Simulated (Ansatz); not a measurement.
Coupled-cluster run, `[CH3][SnH]([OH])[F]`.

```yaml
crystal:
  periodic: [false, false, false]
  atoms:
    - {symbol: C, position_ang: [-0.347994, 1.320947, -0.172624]}
    - {symbol: Sn, position_ang: [-0.271250, -0.757404, 0.237590]}
    - {symbol: O, position_ang: [1.527366, -1.346429, 0.725032]}
    - {symbol: F, position_ang: [-0.613225, -1.596039, -1.464583]}
    - {symbol: H, position_ang: [-1.361651, 1.603433, -0.455791]}
    - {symbol: H, position_ang: [-0.043615, 1.885398, 0.708534]}
    - {symbol: H, position_ang: [0.329757, 1.539128, -0.997562]}
    - {symbol: H, position_ang: [-1.308705, -1.477022, 1.371819]}
    - {symbol: H, position_ang: [2.177715, -1.218411, 0.030588]}
basis:
  gaussian: {orbitals: def2-TZVPP}
correlation: {method: ccsd_t}
output: {orbitals: {seedname: orbitals}}
```

```sh
$ ansatz run in.yaml --threads 4 --pin off --events-out ev --progress --plain
```

The program prints (abridged):

```
Functional definition: HF
1445 factors; integrals over basis functions are off by at most 9.9e-4 eV
mean field evaluation 1: about -11656.8777 eV, gradient 5.2e1 eV
mean field evaluation 2: about -11657.0262 eV, gradient 5.3e1 eV
mean field evaluation 4: about -11662.0844 eV, gradient 3.5e0 eV
mean field evaluation 8: about -11662.1481 eV, gradient 3.2e-1 eV
mean field evaluation 16: about -11662.1485 eV, gradient 9.6e-7 eV
mean field -11662.14848381 eV, -428.5760518920 hartree, gradient 9.6e-7 eV, S^2 0.000000; 0 other end points of the search recorded, 0 dependent functions left out
7 core orbitals not correlated: weight in the atoms' cores, before any rotation towards them, 1.000 or more for the frozen orbitals, at most 0.000 for the correlated occupied ones
reference -11662.14848381 eV, -428.5760518920 hartree; 18, 18 occupied and 188, 188 virtual orbitals, 1445 factors
second order -27.32468200 eV of doubles, -0.00000000 eV of singles
cycle   1  -26.90460664 eV  change    4.2e-1 eV  update   1.2e-1
cycle   2  -27.51161500 eV  change   -6.1e-1 eV  update   3.7e-2
cycle   3  -27.66301858 eV  change   -1.5e-1 eV  update   1.9e-2
cycle   4  -27.65073063 eV  change    1.2e-2 eV  update   4.7e-3
cycle   5  -27.64676962 eV  change    4.0e-3 eV  update   1.9e-3
cycle   6  -27.64769116 eV  change   -9.2e-4 eV  update   6.3e-4
cycle   7  -27.64765960 eV  change    3.2e-5 eV  update   2.2e-4
cycle   8  -27.64752940 eV  change    1.3e-4 eV  update   7.9e-5
cycle   9  -27.64754148 eV  change   -1.2e-5 eV  update   2.8e-5
perturbative correction -0.89435793 eV, -0.0328670478 hartree
Total energy: -11690.69038323 eV, -429.6249473491 hartree
```

Hardware: 4 threads of a server CPU on a shared host. Wall time 60 s, peak host memory 3.6 GiB.

Correlation energy per correlated electron: -0.793 eV. T1 diagnostic: 0.0133.
